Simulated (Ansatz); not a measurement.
Z-matrix (Å, degrees):
```
C
O 1 1.411
H 1 1.092 2 108.8
H 1 1.093 2 109.8 3 119.0
H 1 1.095 2 111.9 3 -120.4
Si 2 1.630 1 126.8 3 129.6
S 6 2.148 2 112.6 1 108.0
H 6 1.484 2 109.1 1 -14.4
H 6 1.479 2 109.7 1 -137.3
Si 7 2.115 6 99.6 2 -45.0
Cl 10 2.060 7 112.2 6 -55.3
H 10 1.478 7 106.8 6 -173.9
H 10 1.478 7 112.0 6 63.9
```

Total charge 0; spin multiplicity 1.

Q: List the r2SCAN/def2-TZVPP orbital energies in eV (the Gaussian-basis code of Ansatz). (An estimate is asked.)

A: The calculation gave: Occupied: -2753.51, -2409.07, -1792.60, -1792.17, -516.21, -274.64, -254.91, -213.55, -193.45, -193.31, -193.31, -157.59, -157.54, -157.45, -142.91, -142.48, -97.82, -97.76, -97.71, -97.38, -97.35, -97.30, -27.11, -21.71, -19.09, -18.12, -14.24, -13.49, -11.85, -11.83, -11.63, -10.30, -10.04, -9.83, -9.04, -8.76, -8.25, -8.00, -7.95, -7.38, -6.82. Lowest empty: -0.87, -0.43, -0.07, 0.25, 0.58, 1.05, 1.34, 1.88.
